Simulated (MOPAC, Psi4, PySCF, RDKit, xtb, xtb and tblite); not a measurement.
Two geometries of C₅H₁₄Si₂, SMILES C=C[SiH2][SiH2]C(C)C, relaxed at GFN2-xTB with one dihedral held; other torsions can differ between them too.

Structure A

```
21

C     -0.6568     1.3849    -1.0415
C      0.5746     0.9717    -1.2936
Si     1.3907    -0.5233    -0.4723
Si     3.2840    -1.1282    -1.6580
C      2.8296    -2.0788    -3.2584
C      1.9213    -1.2420    -4.1543
C      2.1650    -3.4137    -2.9379
H     -1.2955     0.8599    -0.3492
H     -1.0933     2.2534    -1.5132
H      1.1679     1.5425    -1.9998
H      0.3630    -1.5722    -0.3600
H      1.7090    -0.1402     0.9128
H      4.1964    -1.9902    -0.8911
H      4.0940     0.0300    -2.0748
H      3.7481    -2.2896    -3.8171
H      0.9815    -1.0199    -3.6493
H      1.6897    -1.7737    -5.0773
H      2.3980    -0.2999    -4.4183
H      1.9405    -3.9642    -3.8516
H      1.2304    -3.2588    -2.4009
H      2.8146    -4.0318    -2.3214
```

Structure B

```
21

C     -0.6595     1.3803    -1.0382
C      0.5716     0.9647    -1.2883
Si     1.3954    -0.5273    -0.4745
Si     2.9241    -1.4664    -1.9382
C      2.0475    -2.5068    -3.2872
C      1.0534    -1.6575    -4.0737
C      1.3414    -3.7151    -2.6806
H     -1.3013     0.8560    -0.3482
H     -1.0934     2.2493    -1.5112
H      1.1677     1.5343    -1.9931
H      0.3206    -1.4257    -0.0226
H      2.0498    -0.0420     0.7517
H      3.8939    -2.3508    -1.2738
H      3.7327    -0.4578    -2.6454
H      2.7996    -2.8794    -3.9914
H      0.2723    -1.2729    -3.4184
H      0.5760    -2.2451    -4.8579
H      1.5520    -0.8111    -4.5422
H      0.8727    -4.3202    -3.4567
H      0.5642    -3.3980    -1.9869
H      2.0457    -4.3443    -2.1400
```

Which is lower in energy at the level B3LYP-D3(BJ)/def2-SVP // GFN2-xTB run with Psi4, and by how much?

B is lower, by 2.87 kJ/mol (dihedral C1–C2–Si3–Si4: 165° in A, 150° in B).

E(B) − E(A) in kJ/mol at the other levels, on the same two geometries: GFN2-xTB (xtb and tblite) -1.33; MMFF94 // GFN2-xTB (RDKit) -0.67; B3LYP/def2-SVP // GFN2-xTB (Psi4) -2.81; PBE/def2-SVP // GFN2-xTB (Psi4) -2.85; PBE-D3(BJ)/def2-SVP // GFN2-xTB (Psi4) -2.90; UFF // GFN2-xTB (RDKit) 2.48; PM6, restricted, heats of formation // GFN2-xTB (MOPAC) -0.80; AM1, restricted, heats of formation // GFN2-xTB (MOPAC) -1.18; GFN1-xTB // GFN2-xTB (xtb) -1.85; restricted B3LYP/6-31G*, spherical d, density fitting // GFN2-xTB (PySCF) -2.97; restricted Hartree-Fock/3-21G, density fitting // GFN2-xTB (PySCF) -2.70; restricted Hartree-Fock/6-31G*, spherical d, density fitting // GFN2-xTB (PySCF) -3.06; restricted Hartree-Fock/STO-3G // GFN2-xTB (PySCF) -1.81.
